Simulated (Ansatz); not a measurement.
`C#[C][Sn]([F])([F])[F]` → `[F][Sn][F]` + `C#CF` at 700 K and 1 bar (stannylene formation by 1,1-elimination).

Isolated molecules relaxed with PBE0-D4/def2-TZVP in Ansatz; ΔE leaves out vibrations. CBS: MP2 limit from def2 TZ/QZ plus the TZ coupled-cluster correction, frozen cores. This one scheme is used for every species. Elements past krypton have def2 core potentials. For Sn outer-core shells are correlated without core-valence functions, which leaves a few kJ/mol of doubt a bond.

| species | CCSD(T)/CBS energy (Eh) | H − E (kJ/mol) | S (J/(mol·K)) |
| --- | --- | --- | --- |
| `C#[C][Sn]([F])([F])[F]` | -590.14096 | 138.8 | 473.4 |
| `[F][Sn][F]` | -413.70076 | 42.3 | 327.6 |
| `C#CF` | -176.38388 | 89.3 | 279.4 |

H − E and S are ideal-gas, rigid-rotor, harmonic terms from PBE0-D4/def2-TZVP. 1 Eh = 2625.50 kJ/mol, R = 8.31446 J/(mol·K).

Q: By hand: ΔE, ΔH, ΔS and ΔG.

A: ΔE = (-413.70076) + (-176.38388) − (-590.14096) = 0.05632 Eh = 147.9 kJ/mol. Δ(H − E) = 42.3 + 89.3 − 138.8 = -7.2, so ΔH = 140.7 kJ/mol. ΔS = 327.6 + 279.4 − 473.4 = 133.6 J/(mol·K). ΔG = 140.7 − 700 × (133.6)/1000 = 47.2 kJ/mol.

Q: By hand: the equilibrium constant, and the temperature at which ΔG would vanish if ΔH and ΔS stayed fixed.

A: log₁₀ K = −ΔG/(RT ln 10) = -3.5. ΔG = 0 at ΔH/ΔS = 1053 K.

The number of gas molecules changes by +1, which sets the sign of ΔS. A doubt of 5 kJ/mol in ΔE shifts log₁₀ K by 0.4 here. These are equilibria of isolated gas molecules and say nothing of rates. Largest T1 diagnostic: 0.017 (customary marks: 0.02 for closed shells, 0.045 for open ones).
